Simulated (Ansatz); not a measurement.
`O=CCCl` + `BS` → `BSC=O` + `CCl` at 298.15 K and 1 bar (substitution at a C–C bond).

Program: Ansatz. Geometries: PBE0-D4/def2-TZVP. ΔE: electronic, gas phase. CBS: MP2 limit from def2 TZ/QZ plus the TZ coupled-cluster correction, frozen cores. This one scheme is used for every species. One conformer a species, not always the lowest.

```tsv
species	CCSD(T)/CBS energy (Eh)	H − E (kJ/mol)	S (J/(mol·K))
`O=CCCl`	-612.83844	138.8	299.6
`BS`	-424.38198	90.6	245.0
`BSC=O`	-537.59283	124.2	295.7
`CCl`	-499.63220	109.7	234.1
```

H − E and S are ideal-gas, rigid-rotor, harmonic terms from PBE0-D4/def2-TZVP, for one conformer and one mirror image of each species. 1 Eh = 2625.50 kJ/mol, R = 8.31446 J/(mol·K).

Question: By hand: ΔE, ΔH, ΔS and ΔG.

Answer: ΔE = (-537.59283) + (-499.63220) − (-612.83844) − (-424.38198) = -0.00461 Eh = -12.1 kJ/mol. Δ(H − E) = 124.2 + 109.7 − 138.8 − 90.6 = 4.5, so ΔH = -7.6 kJ/mol. ΔS = 295.7 + 234.1 − 299.6 − 245.0 = -14.8 J/(mol·K). ΔG = -7.6 − 298.15 × (-14.8)/1000 = -3.2 kJ/mol.

Question: By hand: the equilibrium constant, and the temperature at which ΔG would vanish if ΔH and ΔS stayed fixed.

Answer: log₁₀ K = −ΔG/(RT ln 10) = 0.6. ΔG = 0 at ΔH/ΔS = 514 K, though so small a ΔH makes that figure unsure.

TΔS isn't small against ΔH here. The sign of ΔG lies within the doubt. A doubt of 5 kJ/mol in ΔE shifts log₁₀ K by 0.9 here. Other conformers and mirror images would add mixing entropy, several J/(mol·K) or more a flexible species. Modes under 60 cm⁻¹, often nearly free rotors, make the harmonic entropy too high. These are equilibria of isolated gas molecules and say nothing of rates. Largest T1 diagnostic: 0.018 (customary marks: 0.02 for closed shells, 0.045 for open ones).
